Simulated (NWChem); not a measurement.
SiNH3ClF; SMILES [Si@H](Cl)(F)N

```xyz
7

N      1.4321    -1.0869    -0.0817
Si    -0.0566    -0.4146     0.3770
F     -1.3151    -0.9122    -0.5168
Cl     0.0476     1.6158     0.0865
H      1.9396    -0.7633    -0.8967
H      1.7003    -2.0233     0.1970
H     -0.3761    -0.7585     1.7774
```
Atoms are numbered in this order, from 1.

All runs: NWChem. Pople sets run with spherical d functions. All runs use the structure optimised with PBE0/def2-SVP. Level: M06-2X/6-31G* with SMD (1 M gas to 1 M solution), gas-phase geometry. Reactions with the solvent are ignored.

Task: Order these by “cavity-dispersion-structure term (kcal/mol)”, lowest first: acetonitrile; ethylene glycol; water; benzene.

Result: benzene (-0.3), acetonitrile (0.4), ethylene glycol (1.6), water (3.1)
